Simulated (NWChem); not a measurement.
C$_{2}$H$_{6}$Si; SMILES C=C[SiH3]

```xyz
9

Si    -0.0575    -1.0767     0.0003
C      0.5297     0.6989     0.0007
C     -0.2933     1.7538    -0.0008
H      0.4678    -1.8125    -1.1919
H     -1.5519    -1.1012    -0.0262
H      0.4235    -1.7991     1.2193
H      1.6116     0.8899     0.0030
H      0.0815     2.7838     0.0005
H     -1.3833     1.6384    -0.0038
```
Atoms are numbered in this order, from 1.

Coordinates come from a PBE0/def2-SVP optimisation.

 Unshifted, non-relativistic core excitations; the lowest 4 roots alone, so stronger bands may lie above.

List the first Si K-edge excitations from B3LYP/def2-TZVP, restricted-window TDA (NWChem).


| state | energy (eV) | dipole oscillator strength | leading excitation (squared amplitude) |
|---|---|---|---|
| S1 | 1796.8 | 0.0005 | 1s of atom 1 or its equivalents → LUMO (0.99) |
| S2 | 1797.8 | 0.0018 | 1s of atom 1 or its equivalents → LUMO+1 (0.96) |
| S3 | 1798.2 | 0.0024 | 1s of atom 1 or its equivalents → LUMO+2 (0.95) |
| S4 | 1798.7 | 0.0017 | 1s of atom 1 or its equivalents → LUMO+3 (0.96) |
